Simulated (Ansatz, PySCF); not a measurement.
Process, species as SMILES: NB(Cl)Cl → [NH-]B(Cl)Cl + H+
Geometries: B3LYP-D3(BJ)/def2-TZVP minima from Ansatz (an electronic-structure program), one conformer each, not searched for the lowest.

Property: gas-phase deprotonation energy (enthalpy at 298 K, with B3LYP-D3(BJ) rigid-rotor harmonic-oscillator terms from PySCF), in eV. Correlated levels leave the core frozen unless marked. Spin-orbit coupling is left out. Non-relativistic. Anions need diffuse functions: aug- sets have them; def2-D sets add few; the other sets have none. CBS(X,Y): correlation extrapolated as X^-3; Hartree-Fock from the larger set.

```json
[
 {"level": "BHLYP-D4/def2-TZVPD", "program": "Ansatz + dftd4", "gas-phase deprotonation energy (eV)": "15.62", "minus last row": "0.16"},
 {"level": "LC-wPBE-D3(BJ)/def2-TZVPD", "program": "Ansatz + dftd3", "gas-phase deprotonation energy (eV)": "15.67", "minus last row": "0.21"},
 {"level": "wB97X-V/def2-TZVPD", "program": "Ansatz", "gas-phase deprotonation energy (eV)": "15.55", "minus last row": "0.09"},
 {"level": "B2PLYP-D3(BJ)/def2-TZVPD", "program": "Ansatz + dftd3", "gas-phase deprotonation energy (eV)": "15.43", "minus last row": "-0.03"},
 {"level": "MP2/aug-cc-pV(D+d)Z", "program": "Ansatz", "gas-phase deprotonation energy (eV)": "15.30", "minus last row": "-0.16"},
 {"level": "MP2/cc-pV(D+d)Z", "program": "Ansatz", "gas-phase deprotonation energy (eV)": "15.83", "minus last row": "0.37"},
 {"level": "MP2/aug-cc-pV(T+d)Z", "program": "Ansatz", "gas-phase deprotonation energy (eV)": "15.40", "minus last row": "-0.06"},
 {"level": "SCS-MP2/STO-3G", "program": "Ansatz", "gas-phase deprotonation energy (eV)": "18.45", "minus last row": "2.99"},
 {"level": "SCS-MP2/cc-pVTZ", "program": "Ansatz", "gas-phase deprotonation energy (eV)": "15.70", "minus last row": "0.24"},
 {"level": "SCS-MP2/cc-pwCVTZ", "program": "Ansatz", "gas-phase deprotonation energy (eV)": "15.69", "minus last row": "0.23"},
 {"level": "CCSD/6-31G", "program": "Ansatz", "gas-phase deprotonation energy (eV)": "15.64", "minus last row": "0.18"},
 {"level": "CCSD(T)/aug-cc-pV(D+d)Z", "program": "Ansatz", "gas-phase deprotonation energy (eV)": "15.40", "minus last row": "-0.06"},
 {"level": "CCSD(T)/aug-cc-pV(Q+d)Z", "program": "Ansatz", "gas-phase deprotonation energy (eV)": "15.47", "minus last row": "0.01"},
 {"level": "CCSD(T) with core electrons (1s frozen past Ne)/cc-pwCVTZ", "program": "Ansatz", "gas-phase deprotonation energy (eV)": "15.70", "minus last row": "0.24"},
 {"level": "CCSD(T)/CBS(aug-cc-pV(T+d)Z,aug-cc-pV(Q+d)Z)", "program": "Ansatz", "gas-phase deprotonation energy (eV)": "15.46", "minus last row": "0.00"}
]
```
